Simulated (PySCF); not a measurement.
A structure optimised at B3LYP-D3(BJ)/def2-SVP, used in a PySCF frequency run:

```
C
C 1 1.3428
H 2 1.0943 1 122.00
H 2 1.0970 3 116.38 1 179.58
C 1 1.5192 2 120.54 3 -178.90
H 5 1.1008 1 112.04 2 -23.32
H 5 1.1070 6 107.91 1 121.76
C 5 1.5197 6 107.62 7 115.10
O 8 1.2033 5 124.20 6 -5.03
H 8 1.1224 9 120.97 5 -179.61
Si 1 1.8842 2 120.30 3 0.68
H 11 1.4895 1 109.64 2 -1.65
H 11 1.4938 12 109.55 3 122.79
H 11 1.4939 12 109.96 13 117.63
```
Charge 0, spin multiplicity 1.

Q: Write its SMILES and formula.

A: C=C([SiH3])CC=O, C₄H₈OSi

Q: What are its rotational constants (standard atomic weights)?

A: 4.9506, 1.5483, 1.2999 GHz
